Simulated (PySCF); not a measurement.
**Mayer bond orders and bond lengths**

Species: C₇H₁₆N₂P (charge +1).
Numbering: `[CH3:1][CH2:2][P+:3]1([CH3:4])[N:5]([CH3:6])[CH:7]=[CH:8][N:9]1[CH3:10]` (hydrogens: H11, H12, H13 on C1; H14, H15 on C2; H16, H17, H18 on C4; H19, H20, H21 on C6; H22 on C7; H23 on C8; H24, H25, H26 on C10)

Structure used (PBE0-D3(BJ)/def2-SVP), in Å, numbered top down from 1:
```xyz
26
C7H16N2P angstrom
C     -2.1829   -1.6434    0.4396
C     -1.6069   -0.2435    0.6266
P     -0.0655    0.0984   -0.2560
C     -0.3111   -0.2937   -1.9930
N      1.2940   -0.6246    0.3759
C      1.5364   -2.0497    0.5010
C      2.1826    0.3549    0.8812
C      1.7421    1.6036    0.6820
N      0.4898    1.6412    0.0235
C     -0.2227    2.8738   -0.2556
H     -3.0996   -1.7454    1.0367
H     -2.4523   -1.8470   -0.6070
H     -1.4875   -2.4249    0.7786
H     -2.3203    0.5294    0.2867
H     -1.3842   -0.0237    1.6838
H     -0.4676   -1.3765   -2.1145
H     -1.1982    0.2295   -2.3812
H      0.5835    0.0113   -2.5531
H      1.3462   -2.4111    1.5240
H      0.8931   -2.6091   -0.1924
H      2.5786   -2.2736    0.2321
H      3.1118    0.0382    1.3503
H      2.2307    2.5382    0.9492
H      0.4403    3.5855   -0.7689
H     -0.6052    3.3397    0.6660
H     -1.0735    2.6789   -0.9236
```

Bond orders from the PBE0/pcSseg-1 density (PySCF). One conformer (not necessarily the lowest) at the PBE0-D3(BJ)/def2-SVP geometry, without solvent, vibrations or thermal averaging.

Q: Where do the orders between heavy atoms depart from those drawn in the SMILES?

A: The largest departure is 0.161, at C7–C8 (drawn double, 1.839).

Q: Give the Mayer order of every bond between heavy atoms, beside its length.

A: 
```tsv
bond	drawn as	length (Å)	Mayer order
C1–C2	single	1.525	1.027
C2–P3	single	1.809	0.990
P3–C4	single	1.798	1.063
P3–N5	single	1.664	1.042
N5–C6	single	1.451	0.887
N5–C7	single	1.416	0.934
C7–C8	double	1.339	1.839
C8–N9	single	1.415	0.934
N9–C10	single	1.451	0.885
N9–P3	single	1.663	1.041
```

Bonds between the same two heavy elements. C–C: lowest C1–C2 (1.027, 1.525 Å), highest C7–C8 (1.839, 1.339 Å). C–P: lowest C2–P3 (0.990, 1.809 Å), highest P3–C4 (1.063, 1.798 Å). N–P: all 2 within 0.02 of one another (1.041 to 1.042). C–N: lowest N9–C10 and N5–C6 (0.885, 1.451 Å), highest N5–C7 and C8–N9 (0.934, 1.416 Å). Bonds named together lie within 0.004.

Q: And the bonds to hydrogen?

A: C–H: 0.90 to 0.96 (16 bonds).

Q: Sum the orders of all bonds at each heavy atom with more than one neighbour and set the sums beside the valence in the SMILES.

A: C1 3.884 (drawn 4), C2 3.822 (drawn 4), P3 4.136 (drawn 4), C4 3.806 (drawn 4), N5 2.863 (drawn 3), C6 3.750 (drawn 4), C7 3.730 (drawn 4), C8 3.730 (drawn 4), N9 2.860 (drawn 3), C10 3.751 (drawn 4). Orders between atoms that aren't bonded are not in these sums.

For a closed shell the Mayer order of atoms A and B is Σ (PS)μν (PS)νμ over the basis functions μ on A and ν on B, with P the density and S the overlap matrix.
